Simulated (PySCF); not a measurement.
Isomers of C4H3FN2Si, mass 126.005 u with the commonest isotopes. Computed with CAM-B3LYP/def2-SVPD in PySCF (dipole) on a GFN2-xTB geometry, gas phase. One conformer each, none proved a minimum here; rigid rotors.

Question: Order these by out-of-plane moment Σ m c² = (Ia + Ib − Ic)/2, smallest first.
A. `[N:1]#[C:2][SiH2:3]/[CH:4]=[C:5](/[F:6])[C:7]#[N:8]` with C2–Si3–C4–C5 -152°
B. `[N:1]#[C:2]/[CH:3]=[C:4](/[F:5])[SiH2:6][C:7]#[N:8]` with C3–C4–Si6–C7 69°
C. `[N:1]#[C:2]/[CH:3]=[C:4](\[C:5]#[N:6])[SiH2:7][F:8]` with C3–C4–Si7–F8 0°

Answer: C (3.11 u·Å²), A (13.90 u·Å²), B (50.61 u·Å²).

Question: Order these by radius of gyration √(Σ m r²/M), smallest first.
A. `[N:1]#[C:2]/[CH:3]=[C:4](\[C:5]#[N:6])[SiH2:7][F:8]` with C3–C4–Si7–F8 0°
B. `[N:1]#[C:2][SiH2:3]/[CH:4]=[C:5](/[F:6])[C:7]#[N:8]` with C2–Si3–C4–C5 -152°
C. `[N:1]#[C:2]/[CH:3]=[C:4](/[F:5])[SiH2:6][C:7]#[N:8]` with C3–C4–Si6–C7 69°

Answer: C (2.125 Å), A (2.249 Å), B (2.399 Å).

Question: Order these by rotational constant B, largest first.
A. `[N:1]#[C:2][SiH2:3]/[CH:4]=[C:5](/[F:6])[C:7]#[N:8]` with C2–Si3–C4–C5 -152°
B. `[N:1]#[C:2]/[CH:3]=[C:4](/[F:5])[SiH2:6][C:7]#[N:8]` with C3–C4–Si6–C7 69°
C. `[N:1]#[C:2]/[CH:3]=[C:4](\[C:5]#[N:6])[SiH2:7][F:8]` with C3–C4–Si7–F8 0°

Answer: B (1519 MHz), C (1126 MHz), A (852.9 MHz).

| SMILES | point group | Ia (u·Å²) | Ib (u·Å²) | Ic (u·Å²) | κ | μa (D) | μb (D) | μc (D) |
| --- | --- | --- | --- | --- | --- | --- | --- | --- |
| N#C/C=C(\C#N)[SiH2]F | Cs | 191.46 | 448.86 | 634.09 | -0.64 | 4.72 | 1.13 | 0.00 |
| N#C[SiH2]/C=C(/F)C#N | C1 | 146.60 | 592.53 | 711.31 | -0.90 | 0.65 | 0.21 | 1.55 |
| N#C/C=C(/F)[SiH2]C#N | C1 | 286.65 | 332.76 | 518.19 | 0.38 | 1.85 | 4.03 | 1.82 |
